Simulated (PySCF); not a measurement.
SnHBr, SMILES [Br][SnH] (connectivity only; charge and spin as stated), neutral, multiplicity 1.

Geometry: PBE0-D3(BJ)/def2-TZVP. The def2 effective core potentials stand for the cores of Sn; spin–orbit coupling is left out.

Computed with CAM-B3LYP/def2-TZVPD (PySCF).

Symmetry labels are those of the subgroup Cs that the program uses (full group Cs).

Computed valence orbital energies around the gap with their symmetry:
```tsv
orbital	symmetry	energy (eV)
HOMO−7	A'	-30.35
HOMO−6	A'	-30.26
HOMO−5	A'	-22.59
HOMO−4	A'	-15.02
HOMO−3	A'	-10.52
HOMO−2	A"	-9.71
HOMO−1	A'	-9.68
HOMO	A'	-8.22
LUMO	A"	-2.23
LUMO+1	A'	-0.22
LUMO+2	A'	0.53
LUMO+3	A'	1.24
```
